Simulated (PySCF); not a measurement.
## How methods differ on the interval between two levels of Cd²⁺

Cd²⁺ [Kr] 4d10 → Cd²⁺ [Kr] 4d9 5p1 [3F4, M_J = 4], as a difference of total energies. All numbers are calculated (PySCF 2.14, the two-component X2C-1e Hamiltonian, in x2c-TZVPall-2c with one added diffuse shell each of s, p, d type (9s10p8d1f, 86 functions)). Correlated levels: [Ar] 3d10 frozen; the 6 highest virtual spinors dropped. "Screened" scales the spin-orbit matrix elements by Boettger's factors to mimic the two-electron term; Breit and QED terms are absent.

```tsv
method	interval between two levels (cm⁻¹)
GHF (spin-free)	133730
GMP2 (spin-free)	138940
GHF (screened spin-orbit)	132500
GMP2 (screened spin-orbit)	137720
```

The labels give the starting determinants; with spin-orbit coupling the two ends relaxed to ⟨J²⟩ = 0.00, ⟨L²⟩ = 0.02, ⟨S²⟩ = 0.02 and ⟨J²⟩ = 20.01, ⟨L²⟩ = 12.02, ⟨S²⟩ = 2.02.
